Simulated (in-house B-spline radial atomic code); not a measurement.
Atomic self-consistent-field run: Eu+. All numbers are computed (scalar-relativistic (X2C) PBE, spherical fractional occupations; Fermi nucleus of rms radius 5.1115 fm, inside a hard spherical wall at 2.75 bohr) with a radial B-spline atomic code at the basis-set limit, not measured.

Command:
```bash
python run_scf.py task.json out
```
Settings (nuclear radius in fm, mass in u):
```
Z                63
configuration    [Xe] 4f7 6s1
hamiltonian      x2c
method           pbe,pbe
spin_polarised   False
nucleus          fermi
rms_radius       5.1115
atomic_mass      152.92124
speed_of_light   137.035999084
wall_radius      2.75
```

Output (hartree, bohr):
```
 radial grid: 59 intervals, B-splines of order 8, outer radius 2.75 bohr

 iter        energy (Eh)    residual
    1      -10837.599728    4.79e-01
    2      -10836.289559    3.64e-01
    3      -10839.371945    7.42e-02
    4      -10839.546432    2.57e-02
    5      -10839.512972    4.03e-02
    6      -10839.566644    1.59e-03
    7      -10839.566741    6.08e-05
    8      -10839.566741    6.75e-06
    9      -10839.566741    7.55e-08

 total energy                    -10839.56674
 kinetic                           11808.9516
 electron-nucleus                 -26659.0053
 Hartree                            4256.7984
 exchange-correlation               -246.3114

 orbital      occ     eigenvalue          <r>       <r^2>       <1/r>       r_max
 1s         2.000     -1772.3011    0.0216126 0.000646023     75.1834     0.01336
 2s         2.000      -290.5465    0.0944601    0.010597     17.3302     0.08043
 2p         6.000      -259.2503    0.0834747    0.008522     15.3665     0.06468
 3s         2.000       -63.5097     0.249221   0.0711096     6.21479      0.2291
 3p         6.000       -53.7285      0.24756   0.0711336     5.66707      0.2244
 3d        10.000       -40.4313     0.225987   0.0600631     5.32964      0.1838
 4s         2.000       -12.1889      0.56699    0.363156     2.56472      0.5282
 4p         6.000        -8.9666     0.600399    0.410451     2.31465      0.5508
 4d        10.000        -4.4309     0.658489    0.504341     2.01624      0.5746
 5s         2.000        -1.2725      1.34693     2.00174    0.977173        1.25
 5p         6.000        -0.4669      1.46651     2.35374    0.870852       1.403
 4f         7.000         0.3764     0.910645     1.03396     1.42288      0.5995
 6s         1.000         1.9168      1.69694      3.2582     0.86302       2.076
```

Run time, properties included: 0.08 s on 1 thread of Arm Neoverse V2 (shared host).

One-electron X2C: radii and densities carry no picture-change correction, so inner-shell <1/r> comes out high (for 1s by about 2 % at Z = 33, 5 % at 54, 10 % at 75, 30 % at 118) and <r> low.
